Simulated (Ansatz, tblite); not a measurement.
Isomers of V$_{2}$O$_{7}$H$_{4}$ (singlet), found by a short tight-binding search and relaxed with PBE-D4/def2-SVP in Ansatz.

The xTB rows come from tblite.

Run but left out: HF/def2-TZVP, MP2/def2-TZVP (A: restricted singlet, unstable towards broken spin symmetry).

A: The restricted singlet is unstable towards broken spin symmetry in Hartree–Fock (as tested in another run); at PBE-D4/def2-TZVP, r2SCAN-D4/def2-TZVP, B97M-V/def2-TZVP, PBE0-D4/def2-TZVP this wasn't settled. It holds 2 O–O bonds. B: The restricted singlet is unstable towards broken spin symmetry in Hartree–Fock (as tested in another run); at r2SCAN-D4/def2-TZVP, B97M-V/def2-TZVP, PBE0-D4/def2-TZVP this wasn't settled. It holds 1 O–O bond. C: The restricted singlet is unstable towards broken spin symmetry in Hartree–Fock (as tested in another run); at PBE-D4/def2-TZVP, r2SCAN-D4/def2-TZVP, B97M-V/def2-TZVP, PBE0-D4/def2-TZVP this wasn't settled. It holds 2 O–O bonds.

Other spin states weren't relaxed.

A:

| atom | x (Å) | y (Å) | z (Å) |
| --- | --- | --- | --- |
| V1 | -0.483 | -1.550 | -0.280 |
| V2 | 0.671 | 1.363 | 0.360 |
| O3 | -0.695 | -3.320 | -0.273 |
| O4 | -1.810 | -0.661 | -0.946 |
| O5 | -0.732 | 1.830 | -0.192 |
| O6 | 0.793 | -0.634 | 0.777 |
| O7 | 0.083 | -2.857 | -1.373 |
| O8 | 1.139 | -0.222 | -0.605 |
| O9 | 1.899 | 2.598 | 0.293 |
| H10 | 0.304 | 1.402 | 1.933 |
| H11 | 1.768 | 3.529 | 0.028 |
| H12 | -1.150 | -1.805 | 1.166 |
| H13 | -1.788 | 0.326 | -0.888 |

B:

Cartesian coordinates in Å:
```
V 0.5554 -1.3710 1.3315
V 0.1648 0.7049 -0.3649
O -0.2797 -0.9740 -0.3110
O 1.9680 -2.0491 1.1404
O -0.3704 -2.2560 2.5786
O 0.9683 0.6255 1.0686
O -1.4450 0.6881 -1.9845
O 1.2573 1.3200 -1.5935
O -0.1057 -0.9315 2.9991
H 2.1943 1.5122 -1.3898
H -2.2224 1.1970 -1.6827
H -0.9536 1.7822 0.1602
H -1.7314 -0.2483 -1.9520
```

C:

```
atom   x (Å)   y (Å)   z (Å)
  V1  -1.548   0.617   0.730
  V2   1.382  -0.591  -1.067
  O3  -1.139   0.637  -1.035
  O4  -0.899  -0.607   1.469
  O5  -0.352  -0.365  -1.542
  O6   1.411  -2.302  -0.769
  O7   1.188   0.939  -0.079
  O8  -1.391   2.133   1.589
  O9   2.418   0.215   0.098
 H10   0.926  -2.884  -0.151
 H11   2.090  -0.263  -2.486
 H12  -3.139   0.247   0.787
 H13  -0.947   2.223   2.455
```

Q: Estimate their order by electronic energy at PBE0-D4/def2-TZVP, counted from the lowest.

A: B (0.0) < A (354.1) < C (423.6), in kJ/mol.

Q: Do the other levels pick the same lowest one?

A: All that were run do. Energies above each level's lowest (kJ/mol):

| level | A | B | C |
| --- | --- | --- | --- |
| GFN1-xTB | 83.7 | 0.0 | 31.4 |
| GFN2-xTB | 21.2 | 0.0 | 49.0 |
| PBE-D4/def2-TZVP | 338.3 | 0.0 | 401.6 |
| r2SCAN-D4/def2-TZVP | 355.6 | 0.0 | 422.8 |
| B97M-V/def2-TZVP | 349.8 | 0.0 | 413.5 |
| PBE0-D4/def2-TZVP | 354.1 | 0.0 | 423.6 |
Point groups (tolerance 0.1 Å): A not assigned, B not assigned, C not assigned. Lower isomers may exist.
